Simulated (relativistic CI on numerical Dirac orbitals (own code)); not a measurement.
A reference radial Dirac CI calculation of Ho III gave the lowest total energy -12600.62545 Ha in 53 SCF steps, from this input:

```
atom Ho  Z=67  charge=2  electrons=65
nucleus A=165  rms_radius_fm=5.2022
hamiltonian dirac-coulomb  breit=on  qed=on  c_scale=1
orbitals kli  potential=per-configuration
slater_scale 1
correlation none
mixing on
grid step=0.0125 r_max=86.5
scf mixing=0.4 start=green max_iterations=150 tolerance=2e-08 node_fill=0.05
configurations
  [Xe] 4f11
  [Xe] 4f10 6s
  [Xe] 4f9 6s2
  [Kr] 4d10 4f13 5s2 5p4
end
```

One setting was then changed, and the output read:

```
SCF 1: [Xe] 4f11
 iter      energy (Ha)   residual   last orbital (Ha)
    1    -12589.894349   3.04e+00     -3.24800
    2    -12619.502112   6.04e-01     -1.98216
    3    -12620.434222   2.66e-01     -1.78735
    4    -12620.683720   1.86e-01     -1.76217
    5    -12620.747142   3.15e-02     -1.72955
    6    -12620.737098   1.95e-02     -1.73703
    7    -12620.741706   5.08e-04     -1.74325
    8    -12620.741907   1.17e-04     -1.74284
    9    -12620.741902   3.44e-05     -1.74278
   10    -12620.741905   1.10e-05     -1.74279
   11    -12620.741906   2.48e-06     -1.74280
   12    -12620.741907   5.88e-07     -1.74280
   13    -12620.741907   1.07e-08     -1.74280
SCF 2: [Xe] 4f10 6s
 iter      energy (Ha)   residual   last orbital (Ha)
    1    -12594.624521   2.79e+00     -1.08441
    2    -12619.332752   6.48e-01     -0.80429
    3    -12620.402848   2.44e-01     -0.73257
    4    -12620.626942   2.17e-01     -0.71473
    5    -12620.682962   9.88e-03     -0.70229
    6    -12620.680143   1.01e-02     -0.70124
    7    -12620.681341   4.67e-03     -0.70132
    8    -12620.682519   1.08e-03     -0.70124
    9    -12620.682329   2.09e-05     -0.70121
   10    -12620.682324   3.87e-05     -0.70119
   11    -12620.682330   5.68e-07     -0.70120
   12    -12620.682329   2.07e-07     -0.70120
   13    -12620.682329   1.01e-08     -0.70120
SCF 3: [Xe] 4f9 6s2
 iter      energy (Ha)   residual   last orbital (Ha)
    1    -12598.400713   2.46e+00     -1.08441
    2    -12618.826479   6.71e-01     -0.83296
    3    -12620.049030   2.34e-01     -0.76884
    4    -12620.252665   1.61e-01     -0.76271
    5    -12620.281909   9.73e-03     -0.75445
    6    -12620.279260   8.08e-03     -0.75502
    7    -12620.279920   4.72e-03     -0.75514
    8    -12620.280939   1.07e-03     -0.75531
    9    -12620.280803   1.89e-04     -0.75526
   10    -12620.280773   6.48e-06     -0.75525
   11    -12620.280773   8.54e-08     -0.75525
   12    -12620.280773   2.11e-08     -0.75525
   13    -12620.280773   6.83e-10     -0.75525
SCF 4: [Kr] 4d10 4f13 5s2 5p4
 iter      energy (Ha)   residual   last orbital (Ha)
    1    -12580.090619   3.43e+00     -3.24800
    2    -12617.443021   5.58e-01     -1.88415
    3    -12618.341221   3.10e-01     -1.75767
    4    -12618.484724   2.02e-01     -1.60578
    5    -12618.608492   4.78e-02     -1.62953
    6    -12618.620612   2.05e-03     -1.64857
    7    -12618.621805   7.55e-03     -1.65221
    8    -12618.620414   5.74e-05     -1.65081
    9    -12618.620276   7.52e-04     -1.65060
   10    -12618.620435   1.82e-05     -1.65068
   11    -12618.620440   4.11e-06     -1.65068
   12    -12618.620439   2.74e-07     -1.65068
   13    -12618.620439   8.34e-08     -1.65068
   14    -12618.620439   1.27e-08     -1.65068
orbital energies (Ha): 4p3/2 -11.5761  4d3/2 -6.8752  4d5/2 -6.6110  5s -2.6973  4f5/2 -1.0019  4f7/2 -0.9660  5p1/2 -1.9276  5p3/2 -1.7428
configuration averages (Ha): Dirac-Coulomb, Breit, QED
  4f11 5p6                    -12620.741907   12.144106    8.171984
  4f10 5p6 6s                 -12620.682329   12.148004    8.173152
  4f9 5p6 6s2                 -12620.280773   12.152760    8.174615
  4f13 5p4                    -12618.620439   12.133249    8.170906
levels: no., configuration, term, J, E (cm-1), weight
   1 4f10 5p6 6s            6I   17/2             0.0  0.96
   2 4f10 5p6 6s            4I   15/2          1876.2  0.60
   3 4f10 5p6 6s            6I   15/2          5537.5  0.62
   4 4f10 5p6 6s            6I   13/2          6231.9  0.64
   5 4f10 5p6 6s            6I   11/2          9421.2  0.81
   6 4f11 5p6               4I*  15/2          9651.7  0.98
   7 4f10 5p6 6s            4I   13/2          9818.8  0.64
   8 4f10 5p6 6s            6I   9/2          11832.2  0.90
   9 4f10 5p6 6s            4I   11/2         13149.5  0.80
  10 4f10 5p6 6s            6I   7/2          13681.3  0.95
  11 4f11 5p6               4I*  13/2         15065.9  1.00
  12 4f10 5p6 6s            4I   9/2          15767.6  0.88
  13 4f11 5p6               4I*  11/2         18759.5  0.94
  14 4f11 5p6               4I*  9/2          21479.0  0.87
lowest total energy -12600.670595 Ha
end: converged
```

Task: Which setting was changed?
A. Slater scale
B. charge
C. speed of light
D. Breit term

Result: A. The Slater scale 1.2.
